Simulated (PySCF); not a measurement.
SMILES C=C(CC(N)=O)NC=O, C$_{5}$H$_{8}$N$_{2}$O$_{2}$

Molfile (atoms numbered from 1):
```
C5H8N2O2
     RDKit          3D

 17 16  0  0  0  0  0  0  0  0999 V2000
    0.5091   -1.9995    1.0520 C   0  0  0  0  0  0  0  0  0  0  0  0
    0.4332   -0.9088    0.2954 C   0  0  0  0  0  0  0  0  0  0  0  0
   -0.8111   -0.5394   -0.4521 C   0  0  0  0  0  0  0  0  0  0  0  0
   -1.7105    0.3139    0.4570 C   0  0  0  0  0  0  0  0  0  0  0  0
   -1.5486    1.6358    0.2853 N   0  0  0  0  0  0  0  0  0  0  0  0
   -2.4823   -0.1761    1.2490 O   0  0  0  0  0  0  0  0  0  0  0  0
    1.5617   -0.0700    0.2038 N   0  0  0  0  0  0  0  0  0  0  0  0
    1.7437    1.0985   -0.4426 C   0  0  0  0  0  0  0  0  0  0  0  0
    0.9286    1.7404   -1.0653 O   0  0  0  0  0  0  0  0  0  0  0  0
   -0.3307   -2.6604    1.1473 H   0  0  0  0  0  0  0  0  0  0  0  0
    1.3951   -2.2546    1.6086 H   0  0  0  0  0  0  0  0  0  0  0  0
   -1.3606   -1.4498   -0.6891 H   0  0  0  0  0  0  0  0  0  0  0  0
   -0.5761    0.0037   -1.3639 H   0  0  0  0  0  0  0  0  0  0  0  0
   -0.8332    1.9917   -0.3341 H   0  0  0  0  0  0  0  0  0  0  0  0
   -2.0727    2.2729    0.8618 H   0  0  0  0  0  0  0  0  0  0  0  0
    2.3595   -0.4331    0.7084 H   0  0  0  0  0  0  0  0  0  0  0  0
    2.7879    1.4470   -0.3380 H   0  0  0  0  0  0  0  0  0  0  0  0
  1  2  2  0
  2  3  1  0
  3  4  1  0
  4  5  1  0
  4  6  2  0
  2  7  1  0
  7  8  1  0
  8  9  2  0
  1 10  1  0
  1 11  1  0
  3 12  1  0
  3 13  1  0
  5 14  1  0
  5 15  1  0
  7 16  1  0
  8 17  1  0
M  END
```

Method: PySCF 2.14.0, GIAO BHandHLYP/pcSseg-1 magnetisability, rotational g tensor and spin-rotation constants, non-relativistic, gas phase. Geometry: GFN2-xTB.

(1) Give the nuclear spin-rotation constants along the inertial axes (H = +C I·J) beside the isotropic shieldings.

Results:

(1) Rotational constants 2.1627, 1.5182, 0.9832 GHz. A star marks the isotopologue with that one atom substituted, in its own axes.
| atom | isotope | Caa (kHz) | Cbb (kHz) | Ccc (kHz) | mean (kHz) | σ (ppm) |
| --- | --- | --- | --- | --- | --- | --- |
| N5 | 14N | 0.237 | 0.078 | 0.072 | 0.129 | 148.4 |
| N7 | 14N | 0.205 | 0.167 | 0.091 | 0.154 | 99.4 |
| H10 | 1H | 0.063 | -0.118 | -0.092 | -0.049 | 27.1 |
| H11 | 1H | -0.107 | -0.056 | -0.062 | -0.075 | 27.3 |
| H12 | 1H | -0.142 | -0.100 | -0.046 | -0.096 | 29.2 |
| H13 | 1H | -0.120 | -0.077 | -0.047 | -0.082 | 27.8 |
| H14 | 1H | 0.080 | -0.094 | -0.090 | -0.035 | 24.4 |
| H15 | 1H | -0.122 | -0.087 | -0.057 | -0.089 | 27.4 |
| H16 | 1H | -0.126 | -0.029 | -0.077 | -0.077 | 25.7 |
| H17 | 1H | 0.128 | -0.140 | -0.059 | -0.024 | 23.8 |
| C1 | 13C* | 0.757 | 0.376 | 0.214 | 0.449 | 82.0 |
| C2 | 13C* | 0.983 | 0.464 | 0.265 | 0.570 | 35.8 |
| C3 | 13C* | 0.388 | 0.274 | 0.169 | 0.277 | 145.5 |
| C4 | 13C* | 0.782 | 0.683 | 0.320 | 0.595 | 11.4 |
| O6 | 17O* | -1.027 | -0.707 | -0.210 | -0.648 | -73.2 |
| C8 | 13C* | 0.985 | 0.559 | 0.261 | 0.602 | 20.5 |
| O9 | 17O* | -0.876 | -0.913 | -0.147 | -0.645 | -74.2 |

For the geometry as given, no vibrational averaging.
